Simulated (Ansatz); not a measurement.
`C#CC1[SiH2]S1` and `[SiH3]OC1[SiH2]S1` differ in one atom or group.

Ansatz, PBE0-D4/def2-TZVP geometries, multiplicity 1. Each molecule was computed in one conformer, which needn't be the lowest.

| property | `C#CC1[SiH2]S1` |
| --- | --- |
| HOMO–LUMO gap (B3LYP/def2-TZVPP) / eV | 6.01 |
| HOMO energy (B3LYP/def2-TZVPP) / eV | -6.90 |
| HOMO–LUMO gap (ωB97M-V/def2-TZVPP) / eV | 10.32 |
| size of the dipole moment (B3LYP/def2-TZVPP) / D | 1.70 |
| LUMO energy (PBE0/def2-TZVPP) / eV | -0.69 |
| HOMO energy (ωB97M-V/def2-TZVPP) / eV | -9.23 |

(1) Give the same properties after the change, and the shifts. (Estimate.)

## Answers

(1) The calculation gave: 
```json
{"property": "HOMO–LUMO gap (B3LYP/def2-TZVPP) / eV", "`[SiH3]OC1[SiH2]S1`": "6.21", "shift": "0.20"}
{"property": "HOMO energy (B3LYP/def2-TZVPP) / eV", "`[SiH3]OC1[SiH2]S1`": "-6.99", "shift": "-0.09"}
{"property": "HOMO–LUMO gap (ωB97M-V/def2-TZVPP) / eV", "`[SiH3]OC1[SiH2]S1`": "10.56", "shift": "0.24"}
{"property": "size of the dipole moment (B3LYP/def2-TZVPP) / D", "`[SiH3]OC1[SiH2]S1`": "2.11", "shift": "0.41"}
{"property": "LUMO energy (PBE0/def2-TZVPP) / eV", "`[SiH3]OC1[SiH2]S1`": "-0.59", "shift": "0.10"}
{"property": "HOMO energy (ωB97M-V/def2-TZVPP) / eV", "`[SiH3]OC1[SiH2]S1`": "-9.41", "shift": "-0.18"}
```

With PBE0 the HOMO falls by 0.10 eV and the LUMO rises by 0.10 eV, so the gap widens by about 0.20 eV. PBE moves the HOMO by -0.07 eV and ωB97M-V by -0.18 eV. Dipoles are sizes alone; their direction can turn.

B3LYP here is the variant with VWN-RPA as its local correlation; programs differ in this.
